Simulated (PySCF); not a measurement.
**SbNBr2, singlet: structure and spectrum**

These are results of PBE0 in PySCF with Sb def2-SVP with ECP28, N def2-SVP, Br def2-SVP; scalar-relativistic core potentials, no spin–orbit coupling; density-fitted integrals, not measurements.

The structure is a minimum.

Z-matrix (Å, degrees; charge 0 multiplicity 1):
```
Sb
N  1 1.8299
Br 1 2.5066 2 131.26
Br 1 2.5066 2 131.26 3 180.00
```

```json
{
  "Point group": "C2v",
  "Bond lengths": "Sb–Br 2.507 Å (×2), Sb–N 1.830 Å",
  "Bond angles": "Br–Sb–Br 97.5°, Br–Sb–N 131.3° (×2)",
  "Principal quadrupole moments (Buckingham, traceless) about the centre of mass": "-9.81, 3.72, 6.09 D Å",
  "Rotational symmetry number": "2",
  "Dipole moment": "2.18 D",
  "Principal polarisabilities": "42.5, 95.1, 97.4 bohr³",
  "Enthalpy at 298.15 K above 0 K": "18.49 kJ/mol",
  "Zero-point energy": "10.0 kJ/mol",
  "Rotational constants": "0.05833, 0.03008, 0.01984 cm⁻¹",
  "Lowest empty level": "-4.38 eV",
  "Entropy at 298.15 K and 1 bar": "360.9 J/(mol K)",
  "Heat capacity Cp at 298.15 K": "74.7 J/(mol K)",
  "Atomisation energy without zero-point energy": "545 kJ/mol",
  "Highest occupied level": "-7.59 eV"
}
```

Harmonic modes (masses in u: Sb 120.904, N 14.003, Br 78.918):
```csv
symmetry,ω (cm⁻¹),IR (km/mol)
b1,68,7.6
a1,87,0.6
b2,131,12.4
a1,247,13.9
b2,252,65.0
a1,883,5.5
```

In C2v the vibrations span b1 + 3a1 + 2b2. Here b1 is antisymmetric to the molecular plane and b2 lies in it.

Charges (e):
| atom | Mulliken | Löwdin | polar tensor | Mayer order to Sb1 |
| --- | --- | --- | --- | --- |
| Sb1 | 0.75 | 0.53 | 1.21 | – |
| N2 | -0.35 | -0.37 | -0.33 | 2.37 |
| Br3,4 | -0.20 | -0.08 | -0.44 | 0.87 |

Mulliken populations on Sb1 (electrons outside its core potential): s 3.54, p 8.36, d 10.34.

Counting electrons, antimony keeps none of its valence electrons outside its bonds, so the VSEPR class is AX3 and the expected shape is trigonal planar; with unlike ligands the computed point group is C2v.

Only a few start shapes were tried, so a lower isomer may exist.

The final relaxation and frequency run took 99 s on 2 threads of a shared Arm Neoverse N1 host, with 104 basis functions and 13 gradients; the process peaked at 1.1 GiB. Launch command: `OMP_NUM_THREADS=2 python axn.py task.json out`.
